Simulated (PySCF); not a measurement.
## Ions at one geometry of [Lu(OH)2]+

PySCF 2.14.0, RKS PBE0, Lu def2-SVP with ECP28, O def2-SVP, H def2-SVP; non-relativistic Hamiltonian with scalar-relativistic core potentials where named; density fitting; no spin-orbit coupling; singlets restricted, open shells unrestricted. The geometry is relaxed for charge +1, singlet, vacuum:

```xyz
5

Lu    0.0000    0.0000   -0.5333
O     1.5910   -0.0343    0.4872
H     2.2332   -0.0489    1.2029
O    -1.5910    0.0343    0.4872
H    -2.2332    0.0489    1.2029
```

Energies count from the relaxed state; an electron taken off or put on is at rest in vacuum. Charges and spins are Mulliken's.

```json
{"state": "charge +1, singlet, vacuum", "energy (eV)": "0.00", "spin squared": "0.00", "charge on Lu1 (e)": "1.51", "spin on Lu1 (e)": "0.00", "dipole about the centre of mass (D)": "2.18"}
{"state": "charge 0, doublet, vacuum", "energy (eV)": "-5.81", "spin squared": "0.75", "charge on Lu1 (e)": "0.66", "spin on Lu1 (e)": "1.02", "dipole about the centre of mass (D)": "1.12"}
```

Question: What does the state charge +2, doublet, vacuum give?

Answer: energy (eV) 16.20, spin squared 0.77, charge on Lu1 (e) 1.89, spin on Lu1 (e) -0.09, dipole about the centre of mass (D) 0.70.

With an electron taken off (doublet) the charges change, summed by element, by Lu +0.38 e, O +0.47 e, H +0.15 e. The vertical ionisation energy is 16.20 eV, against −ε(HOMO) = 13.76 eV of the relaxed state. The level lies 2.4 eV too high, as is usual for semilocal functionals and global hybrids, which keep a self-interaction error.

With an electron put on (doublet) the charges change, summed by element, by Lu -0.85 e, O -0.04 e, H -0.10 e. The vertical electron affinity is 5.81 eV, against −ε(LUMO) = 7.46 eV of the relaxed state.

Open shells may have lower solutions than those found.
